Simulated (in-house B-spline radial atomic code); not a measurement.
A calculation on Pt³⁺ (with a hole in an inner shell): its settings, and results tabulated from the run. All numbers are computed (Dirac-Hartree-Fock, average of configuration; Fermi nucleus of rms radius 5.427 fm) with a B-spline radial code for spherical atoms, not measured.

Command:
```bash
python run_scf.py task.json out
```
Settings (nuclear radius in fm, mass in u):
```
Z                78
configuration    1s2 2s2 2p6 3s2 3p6 3d10 4s2 4p6 4d10 4f14 5s2 5p6 5d7
hamiltonian      dirac
method           hf
spin_polarised   False
nucleus          fermi
rms_radius       5.427
atomic_mass      194.96479
speed_of_light   137.035999084
```

Output (hartree, bohr):
```
 radial grid: 72 intervals, B-splines of order 8, outer radius 39.1892 bohr

 iter        energy (Eh)    residual
    1      -18431.061308    8.07e-01
    2      -18432.742924    7.59e-02
    3      -18432.812495    3.09e-02
    4      -18432.822681    1.35e-02
    5      -18432.824574    2.31e-03
    6      -18432.824694    4.63e-04
    7      -18432.824697    6.03e-05
    8      -18432.824697    3.56e-05
    9      -18432.824697    1.30e-06
   10      -18432.824697    1.59e-07

 total energy                    -18432.82470
 kinetic                           21070.0633
 electron-nucleus                 -46246.4434
 electron-electron                  6743.5555

 first-order corrections (not in the total)
   Gaunt                            23.1677
   retardation                      -2.4565
   frequency dependence             -0.4367
   self-energy                      17.1859
   Uehling                          -3.4289
   Wichmann-Kroll                    0.1471
   recoil                            0.0315

 orbital      occ     eigenvalue          <r>       <r^2>       <1/r>       <r^4>       r_max    small
 1s1/2      2.000     -2901.1732    0.0171501 0.000406167     93.8898 4.52465e-07     0.01062  8.75e-02
 2s1/2      2.000      -516.0135    0.0716587  0.00613974     23.0448 6.61961e-05     0.06139  2.00e-02
 2p1/2      2.000      -493.5865    0.0591409  0.00436743       22.96 3.97032e-05     0.04539  2.01e-02
 2p3/2      4.000      -429.9343      0.06753   0.0055537     18.8509 6.06125e-05     0.05262  1.79e-02
 3s1/2      2.000      -124.6583     0.186205   0.0398035      8.4734  0.00240158      0.1726  6.69e-03
 3p1/2      2.000      -114.6480     0.176715   0.0364465     8.37275  0.00211176      0.1614  6.62e-03
 3p3/2      4.000      -100.4593     0.192032    0.042835     7.30924  0.00288607       0.176  6.00e-03
 3d3/2      4.000       -84.0139     0.167719   0.0330403      7.1867  0.00193776      0.1375  5.86e-03
 3d5/2      6.000       -80.9851     0.172412   0.0347867     6.94194  0.00212834      0.1416  5.69e-03
 4s1/2      2.000       -29.1361     0.415001    0.194438     3.55777   0.0546214      0.3904  2.22e-03
 4p1/2      2.000       -24.8548      0.41847    0.199289     3.44594   0.0588909      0.3895  2.13e-03
 4p3/2      4.000       -21.4351     0.450504    0.230719     3.09493   0.0788698      0.4189  1.91e-03
 4d3/2      4.000       -14.4179     0.461281    0.246128     2.88394   0.0965624      0.4133  1.71e-03
 4d5/2      6.000       -13.7728     0.472263     0.25777     2.79861    0.105814      0.4228  1.65e-03
 4f5/2      6.000        -4.7421     0.508207    0.312787     2.41494    0.200626      0.3844  1.27e-03
 4f7/2      8.000        -4.6086     0.515152    0.321436     2.38138    0.212216      0.3892  1.25e-03
 5s1/2      2.000        -5.7102     0.963442     1.04064     1.40398      1.5763      0.8766  5.20e-04
 5p1/2      2.000        -4.2501      1.03889     1.21758     1.28761      2.2221      0.9274  4.49e-04
 5p3/2      4.000        -3.6690      1.12649     1.43104      1.1653     3.07242       1.002  3.87e-04
 5d3/2      2.800        -1.6963      1.45014     2.42657    0.893288     9.78201       1.202  2.37e-04
 5d5/2      4.200        -1.6360      1.49542     2.57965    0.862705     11.0438       1.238  2.22e-04
```

Run time, properties included: 2.1 s on 1 thread of Arm Neoverse N1, with other jobs on the host.

For the Dirac Hamiltonian the kinetic term is c α·p + (β - 1)c².
